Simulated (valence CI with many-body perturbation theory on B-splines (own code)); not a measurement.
**Level structure of Sc7+**

Method: relativistic CI+MBPT: four valence electrons over a frozen Dirac-Fock core [Ne], radial functions for each j: 11 s, 11 p, 10 d, 8 f, 5 g, 2 h, with the one-electron correlation potential Σ1 (screened to all orders), the two-electron term Σ2, the three-electron term Σ3, Breit, model QED; selected single and double excitations, second order for the rest, scaled by the run's own slope (own B-spline code, finite nucleus).

Set against measurement, 25 paired levels are off by 139 cm⁻¹ on average, the worst by 511. These come from a selection out of Sugar and Corliss, J. Phys. Chem. Ref. Data 9, 473 (1980). Levels without a partner in it may be off by more. Among the levels kept, up to 620 cm⁻¹ of a level comes from second order outside the variational space, and about a tenth of that is noise between levels of different J, which matters for small intervals.

Levels 136 to 177 of 177, with energies above the lowest level, 3s²3p² ³P_0. "Leading %" is the weight of the configuration and term that name the level; weights of strongly mixed levels are sums over their largest components and can fall short. In the jj column 3d3/2^4 stands for four electrons in 3d with j = 3/2. Lifetimes count E1, E2, E3, M1 and M2 decay at the calculated energies, and are blank where another channel may lead or the interval is too uncertain; long ones can be off by a factor of two.

```tsv
No.	Configuration	Term	J	E (eV)	Leading %	Lifetime	Leading jj	g
136	3p³3d	³D°	2	87.055	60	81.1 ps	3p1/2 3p3/2^2 3d5/2 (41 %)	1.195
137	3p³3d	¹P°	1	87.113	27	39.8 ps	3p1/2 3p3/2^2 3d5/2 (54 %)	1.335
138	3p³3d	³P°	1	87.291	36	41.3 ps	3p1/2 3p3/2^2 3d3/2 (52 %)	1.594
139	3p³3d	³D°	3	87.346	64	92.4 ps	3p3/2^3 3d5/2 (33 %)	1.333
140	3p³3d	³P°	2	87.463	64	52.2 ps	3p1/2 3p3/2^2 3d5/2 (26 %)	1.470
141	3p³3d	³F°	3	87.473	77	103 ps	3p1/2 3p3/2^2 3d5/2 (33 %)	1.083
142	3p³3d	³F°	4	87.482	77	103 ps	3p3/2^3 3d5/2 (43 %)	1.248
143	3p³3d	³F°	2	87.499	77	102 ps	3p1/2 3p3/2^2 3d3/2 (57 %)	0.668
144	3p³3d	³P°	2	87.888	79	34.2 ps	3p1/2 3p3/2^2 3d5/2 (39 %)	1.498
145	3p³3d	³P°	1	88.245	72	27.5 ps	3p3/2^3 3d5/2 (26 %)	1.498
146	3p³3d	³P°	0	88.337	76	25.6 ps	3p3/2^3 3d3/2 (54 %)	
147	3s²3p4p	¹S	0	88.588	75	229 ps	3s^2 3p3/2 4p3/2 (56 %)	
148	3s3p3d²	⁵D°	0	89.997	99	59.2 ps	3s 3p1/2 3d3/2^2 (26 %)	
149	3s3p3d²	⁵D°	1	90.026	98	59.2 ps	3s 3p1/2 3d3/2 3d5/2 (41 %)	1.495
150	3s3p3d²	⁵D°	2	90.088	97	59.3 ps	3s 3p1/2 3d3/2 3d5/2 (49 %)	1.495
151	3s3p3d²	⁵D°	3	90.188	95	59.3 ps	3s 3p3/2 3d3/2 3d5/2 (42 %)	1.495
152	3s3p3d²	⁵D°	4	90.337	96	59.4 ps	3s 3p3/2 3d5/2^2 (35 %)	1.495
153	3s3p3d²	⁵F°	1	90.802	98	25.8 ps	3s 3p1/2 3d3/2^2 (32 %)	0.009
154	3s3p3d²	⁵F°	2	90.838	97	26.0 ps	3s 3p3/2 3d3/2^2 (29 %)	1.008
155	3s3p3d²	⁵F°	3	90.891	96	26.3 ps	3s 3p3/2 3d3/2 3d5/2 (37 %)	1.258
156	3s3p3d²	⁵F°	4	90.954	95	26.6 ps	3s 3p3/2 3d3/2 3d5/2 (58 %)	1.356
157	3s3p3d²	⁵F°	5	91.006	99	26.4 ps	3s 3p3/2 3d5/2^2 (52 %)	1.400
158	3p³3d	¹F°	3	91.368	82	52.2 ps	3p1/2 3p3/2^2 3d5/2 (35 %)	1.001
159	3s3p3d²	⁵P°	1	91.522	98	42.2 ps	3s 3p1/2 3d3/2 3d5/2 (45 %)	2.497
160	3s3p3d²	⁵P°	2	91.647	98	42.0 ps	3s 3p3/2 3d3/2 3d5/2 (26 %)	1.832
161	3s3p3d²	⁵P°	3	91.836	98	41.9 ps	3s 3p3/2 3d3/2 3d5/2 (58 %)	1.664
162	3p³3d	¹F°	3	92.252	37	26.3 ps	3p1/2^2 3p3/2 3d5/2 (25 %)	1.072
163	3s3p²4s	⁵P	1	92.625	98	43.6 ps	3s 3p1/2^2 4s (41 %)	2.500
164	3s3p3d²	³F°	2	92.676	43	37.6 ps	3s 3p1/2 3d3/2^2 (22 %)	0.832
165	3p³3d	¹D°	2	92.733	36	29.1 ps	3p1/2^2 3p3/2 3d5/2 (21 %)	0.956
166	3s3p3d²	³F°	3	92.800	37	35.9 ps	3s 3p3/2 3d5/2^2 (23 %)	1.133
167	3s3p²4s	⁵P	2	92.879	98	43.8 ps	3s 3p1/2 3p3/2 4s (84 %)	1.834
168	3p³3d	³D°	3	92.977	32	28.4 ps	3s 3p3/2 3d5/2^2 (23 %)	1.219
169	3s3p3d²	³F°	4	92.998	75	47.5 ps	3s 3p3/2 3d5/2^2 (42 %)	1.259
170	3p³3d	³D°	1	93.002	46	25.8 ps	3s 3p3/2 3d3/2 3d5/2 (29 %)	0.499
171	3p³3d	¹D°	2	93.191	31	26.9 ps	3p3/2^3 3d3/2 (32 %)	1.047
172	3s3p²4s	⁵P	3	93.227	98	43.9 ps	3s 3p3/2^2 4s (60 %)	1.667
173	3s3p3d²	⁵D°	4	93.567	95	21.2 ps	3s 3p3/2 3d5/2^2 (33 %)	1.492
174	3s3p3d²	⁵D°	3	93.575	97	20.9 ps	3s 3p3/2 3d3/2 3d5/2 (52 %)	1.497
175	3s3p3d²	⁵D°	2	93.591	98	20.8 ps	3s 3p3/2 3d3/2 3d5/2 (48 %)	1.499
176	3s3p3d²	⁵D°	1	93.606	98	20.8 ps	3s 3p3/2 3d3/2^2 (40 %)	1.499
177	3s3p3d²	⁵D°	0	93.615	98	20.8 ps	3s 3p3/2 3d3/2^2 (54 %)
```

Names give the largest LS component (configuration and term), which can be under half, so a name can repeat, a term be missing and a line seem to break the LS rules; names also repeat where a configuration has a term twice.

Where two levels of one J and parity lie close, their mixing, g and order are uncertain.
